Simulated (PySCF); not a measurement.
# Nuclear quadrupole coupling in `N[SiH2]OC(=O)[SiH3]`

Compound: CH7NO2Si2.
SMILES with atom numbers: `[NH2:1][SiH2:2][O:3][C:4](=[O:5])[SiH3:6]` (hydrogens: H7, H8 on N1; H9, H10 on Si2; H11, H12, H13 on Si6)

Cartesian coordinates in Å at the GFN2-xTB level; atoms count from 1:
```
atom  x, y, z in Å
N1    -2.2236    0.7245    1.1192
Si2   -1.6735   -0.3597   -0.0912
O3    -0.0514    0.0243   -0.0531
C4     0.8230   -0.4676   -0.9195
O5     0.5047   -1.2373   -1.7919
Si6    2.5768    0.2299   -0.6057
H7    -3.1923    0.7011    1.3837
H8    -1.6413    0.9097    1.9197
H9    -2.2660    0.0397   -1.3591
H10   -1.7925   -1.7935    0.1776
H11    2.7182    0.3887    0.8407
H12    3.5628   -0.6933   -1.1592
H13    2.6507    1.5340   -1.2648
```

Field gradients from the PBE0/pcSseg-1 density (PySCF, non-relativistic), principal values in atomic units, ordered |Vxx| ≤ |Vyy| ≤ |Vzz|:

| atom | Vxx | Vyy | Vzz |
| --- | --- | --- | --- |
| N1 | 0.3272 | 0.6259 | -0.9531 |
| O3 | -0.5650 | -0.7193 | 1.2843 |
| O5 | 0.5392 | 1.0535 | -1.5927 |

Problem. Find the asymmetry η = (Vxx − Vyy)/Vzz and the couplings χ = eQV/h (234.96 MHz × Q in barn × V in au), with Q(14N) = 0.02044 b, Q(17O) = −0.0256 b.

Solution. 
```tsv
atom	environment	nucleus	η	χzz (MHz)	χxx (MHz)	χyy (MHz)
N1	silicon-bound nitrogen	14N	0.31	-4.578	1.572	3.006
O3	oxygen singly bound to a carbonyl carbon	17O	0.12	-7.73	3.40	4.33
O5	carbonyl oxygen	17O	0.32	9.58	-3.24	-6.34
```

Problem. What is Vzz at O3 in SI units (1 au = 9.71736 × 10²¹ V/m²)?

Solution. 1.2843 au = 12.480 × 10²¹ V/m².

Problem. And the gradient at the other heavy atoms, for which no coupling is worked out here?

Solution. 
| atom | environment | Vzz (au) | η |
| --- | --- | --- | --- |
| Si2 | oxygen-bound silicon | 0.648 | 0.51 |
| C4 | carbonyl carbon | -0.453 | 0.91 |
| Si6 | SiH3 silicon | 0.264 | 0.10 |

Problem. What couplings would deuterons (Q(2H) = 0.00286 b) have in place of the hydrogens, at this geometry?

Solution. 
```tsv
atom	bonded to	bond length (Å)	Vzz (au)	η	χzz (kHz)
H7	N1	1.004	0.4369	0.17	294
H8	N1	1.007	0.4294	0.16	289
H9	Si2	1.455	0.1636	0.05	110
H10	Si2	1.464	0.1566	0.04	105
H11	Si6	1.462	0.1626	0.01	109
H12	Si6	1.460	0.1636	0.01	110
H13	Si6	1.463	0.1621	0.02	109
```

The structure is a single GFN2-xTB conformer in the gas phase; no vibrational or solvent corrections. GFN2-xTB bond lengths can be off by several hundredths of an ångström, more for odd bonds, and the gradients follow them. These gradients aren't converged with respect to the basis.
